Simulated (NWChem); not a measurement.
Species: HSOF2 cation; SMILES FS(=[OH+])F

Program: NWChem. Pople sets run with spherical d functions. Coordinates come from a PBE0/def2-SVP optimisation. Static field.

Question: Among these, which level gives the highest value of “isotropic polarisability (bohr³)”?
(A) PBE/6-31+G*
(B) B3LYP/6-31+G*
(C) BHandHLYP/6-31+G*
(D) CAM-B3LYP/6-31+G*

Answer: A, PBE/6-31+G*. Values: BHandHLYP/6-31+G* 20.9; CAM-B3LYP/6-31+G* 21.6; B3LYP/6-31+G* 21.9; PBE/6-31+G* 22.6
